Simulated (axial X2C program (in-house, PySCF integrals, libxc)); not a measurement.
What spin–orbit coupling does to TaN

All values were computed with an in-house relativistic program for diatomic molecules. Spin-free means the one-electron spin-free X2C Hamiltonian; two-component (2c) means X2C with spin–orbit coupling and atomic mean-field two-electron Coulomb and Gaunt terms, so the difference of the two also holds small scalar two-electron terms. Basis: Ta dyall-cv3z [13s14p9d7f4g], N dyall-av3z [7s7p3d2f] (cores contracted in-house); Gaussian nuclei, density fitting, unrestricted open shells. Masses: Ta 180.948 u, N 14.003 u.

Spin-free state: M_S = 0, Λ = 0 (closed shell); fragments Ta + N.

| level | Re (Å) | ωe (cm⁻¹) | De (eV) | μ (D) |
| --- | --- | --- | --- | --- |
| PBE0 | 1.661 | 1162.3 | 6.450 | -3.51 |
| B3LYP | 1.673 | 1132.5 | 6.612 | -3.57 |

Dipoles are positive if N is the positive end.

Two-component determinant lowest at the distance of the search:

Ω = 0 (closed shell); fragments Ta + N.

```tsv
level	Re (Å)	ωe (cm⁻¹)	μ (D)
PBE0	1.660	1160.5	-3.48
B3LYP	1.672	1130.0	-3.54
```

**Question.** From the two tables, how do the constants change at the PBE0 level (2c against spin-free)?

**Answer.** At the PBE0 level Re falls by 0.001 Å and ωe drops by 1.8 cm⁻¹.

The state is one determinant whose occupation by symmetry is held fixed; it was picked as the lowest of a PBE0 search that is not exhaustive. The closed shell is kept restricted, so the energy runs too high when the bond is stretched far. De is counted from the lowest determinant-based energies of the atoms at the same level, without counterpoise correction. De is not given where an atomic determinant may have missed its ground term or J level, or where the truncated virtual space spoils (T). Other states lie close and PBE0, whose exact exchange favours high spin, may order them wrongly; the determinant shown need not be the ground state. The nearest other spin-free determinant of the search, M_S = 1, Λ = 2, lies 0.25 eV up at the distance of the search. Without a current term, density functionals place determinants with orbital angular momentum somewhat too high.
